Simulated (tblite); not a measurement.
Compound: C4H8F2SSi.
Numbering: `[CH3:1][Si@@:2]1([F:3])[CH2:4][C@@H:5]([F:6])[CH2:7][S:8]1` (hydrogens: H9, H10, H11 on C1; H12, H13 on C4; H14 on C5; H15, H16 on C7)

Structure used (GFN2-xTB), in Å, numbered top down from 1:
```xyz
16
C4H8F2SSi angstrom
C      2.516    0.652   -0.010
Si     0.979   -0.377   -0.380
F      1.468   -1.868   -0.788
C     -0.342   -0.541    0.972
C     -1.685   -0.525    0.257
F     -2.707   -0.301    1.160
C     -1.720    0.577   -0.793
S     -0.306    0.383   -1.928
H      2.273    1.669    0.283
H      3.149    0.703   -0.890
H      3.095    0.199    0.788
H     -0.234   -1.451    1.559
H     -0.313    0.300    1.666
H     -1.896   -1.497   -0.206
H     -1.655    1.555   -0.314
H     -2.629    0.532   -1.389
```

Computed with GFN2-xTB (tblite): harmonic, unscaled wavenumbers at the GFN2-xTB geometry, gas phase. Errors from tens to a few hundred cm⁻¹ against measured bands are possible. One conformer, not necessarily the lowest.

Harmonic wavenumbers (cm⁻¹): 52.0, 84.7, 114.0, 150.3, 166.8, 187.4, 205.7, 317.1, 334.1, 406.1, 443.2, 489.0, 719.7, 759.7, 765.2, 780.7, 814.3, 838.7, 857.3, 880.2, 938.7, 1013.9, 1042.6, 1113.7, 1188.8, 1210.4, 1223.1, 1301.3, 1308.8, 1369.1, 1453.0, 1457.5, 1461.9, 1466.8, 2924.9, 2983.0, 2995.9, 3016.9, 3020.7, 3051.0, 3051.6, 3053.4.

A = 2101, B = 1031, C = 874.7 MHz; mass 154.008 u (most abundant isotopes); point group C1, symmetry number 1.

Task: What is the zero-point energy?

Result: ½Σν̃ = 25507 cm⁻¹ = 305.13 kJ/mol.

Task: Give the ideal-gas entropy at 400 K and 1 bar in the rigid-rotor, harmonic-oscillator model (classical rotation).

Result: Translation 177.78, rotation 127.17, vibration 159.39: S = 464.3 J/(mol K).

Task: And Cp and H(400 K) − H(0)?

Result: Cp = 188.03 J/(mol K), of which vibrations give 154.77 (their classical limit is 42 R = 349.2); H(400 K) − H(0) = 46.11 kJ/mol without the zero-point energy, 32.81 from vibrations.

Task: Which modes carry the vibrational entropy at 400 K?

Result: 52.0 cm⁻¹: 22.27; 84.7 cm⁻¹: 18.23; 114.0 cm⁻¹: 15.78; 150.3 cm⁻¹: 13.53; 166.8 cm⁻¹: 12.69; 187.4 cm⁻¹: 11.75 J/(mol K); the other 36 give 65.15 together.

Task: Blend soft modes into free rotors: weight 1/[1 + (100 cm⁻¹/ν̃)⁴] for the oscillator and the rest for a rotor with moment μB/(μ + B), μ = h/(8π²ν), B = 10⁻⁴⁴ kg m². What vibrational entropy results?

Result: 148.75 J/(mol K) in place of 159.39, which changes −T·S at 400 K by +4.25 kJ/mol.

Task: What must be added to the electronic energy to get the Gibbs energy at 400 K and 1 bar?

Result: ZPE + [H(400 K) − H(0)] − T·S = 305.13 + 46.11 − 185.74 = 165.50 kJ/mol.

Hindered rotation and anharmonicity are outside this model. Other conformers, if any are populated, would add a mixing term that is left out. The structure is chiral; the term R ln 2 for an equal mix with its mirror image is left out.

Time: 1.0 s. Hardware: Arm Neoverse N1, one thread, shared host. This covers the Hessian and the dipole derivatives.
